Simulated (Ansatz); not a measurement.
Ansatz (a program for electronic structure) input:
A basis named .json is the Basis Set Exchange file of that set.

Ansatz 0.2 input:
```yaml
crystal:
  periodic: [false, false, false]
  atoms:
    - {symbol: C, position_ang: [-2.37177153, 0.70374997, 0.37420697]}
    - {symbol: C, position_ang: [-1.05047023, 0.23159266, -0.18144210]}
    - {symbol: C, position_ang: [0.00601255, 0.36556826, 0.87957626]}
    - {symbol: C, position_ang: [1.39775716, -0.08708499, 0.47801146]}
    - {symbol: Cl, position_ang: [2.29475060, 1.13253538, -0.55757043]}
    - {symbol: Cl, position_ang: [-1.29136492, -1.71191428, -0.32845103]}
    - {symbol: H, position_ang: [-2.31384549, 1.79385270, 0.49925457]}
    - {symbol: H, position_ang: [-3.19842696, 0.49933931, -0.31058337]}
    - {symbol: H, position_ang: [-2.65304628, 0.27639594, 1.36604441]}
    - {symbol: H, position_ang: [-0.22651608, -0.19649516, 1.81854892]}
    - {symbol: H, position_ang: [0.04915591, 1.42332610, 1.16860983]}
    - {symbol: H, position_ang: [1.34656324, -0.99258803, -0.11946158]}
    - {symbol: H, position_ang: [2.04939141, -0.23734527, 1.33783667]}
basis:
  gaussian:
    orbitals: aug-cc-pV_D+d_Z.json
total_charge: -1
magnetization: {spin_polarized: false}
correlation: {method: ccsd_t, electrons: outside_noble_gas}
output: {forces: true}
```

**Question.** What final total energy does it print?

**Answer.** -1075.55064 Eh (CCSD(T)/aug-cc-pV(D+d)Z). The basis has 219 functions.

It need not be the lowest isomer of its formula. Whether it binds its extra electron was not tested at this geometry.
